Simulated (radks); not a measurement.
Values are calculated unless marked as measured or tabulated.
Numerical settings for neutral chromium, [Ar] 3d5 4s1. Level of theory: Dirac Kohn-Sham, PBE, spin-unpolarised, spherical densities, finite nucleus; open shells fill j = l - 1/2 first; Fermi nuclear charge, rms radius 3.6452 fm (a radial shooting solver on a logarithmic mesh with Libxc functionals). The defaults (mesh step 0.008 in ln r, mesh end at 40 bohr or more with all orbitals vanishing there, Anderson mixing 0.5 over 9 steps, residual threshold near 1e-9 with the energy settled to 1e-9 hartree or 1e-11 of itself, here a cap of 92 iterations) give E = -1050.5461 hartree and 3d5/2 at -2.856 eV in 16 iterations. Run on one thread of a shared host, so times are rough (Intel(R) Xeon(R) 6975P-C): 0.1 s of CPU time, 0.1 s wall, 16 iterations on 2381 mesh points. Changes against that run (0 stands for a change within the tolerance of the run):

setting,iterations,converged,E (mhartree),e(3d5/2) (meV),CPU (s)
mesh step in ln r 0.03,16,yes,+0.000296,0,0.03
mesh step in ln r 0.12,2,no,diverged,-,0.01
mesh step in ln r 0.2,4,no,diverged,-,0.01
mesh end (bohr) 1,13,level above zero,+1.07e+05,+2.96e+05,0.05
mesh end (bohr) 20,16,yes,0,+0.00858,0.09
residual threshold 0.001,11,yes,0,-1.17,0.08
residual threshold 1e-16,92,no,0,0,0.29
mixing 1,14,yes,0,0,0.08
"linear mixing, mixing 1",92,no,+6.69e+04,+2.87e+03,1.5
"linear mixing, mixing 0.2",88,yes,0,0,0.28
mixing history 3,18,yes,0,0,0.11
iteration cap 8,8,no,+0.00233,+14.6,0.07

Settled on a wrong energy, with an occupied level pushed above zero by the early mesh end: mesh end (bohr) 1 (+107 hartree). Apart from these: no run marked as converged misses the energy by more than 1 mhartree. A mesh that ends early acts as a hard wall.
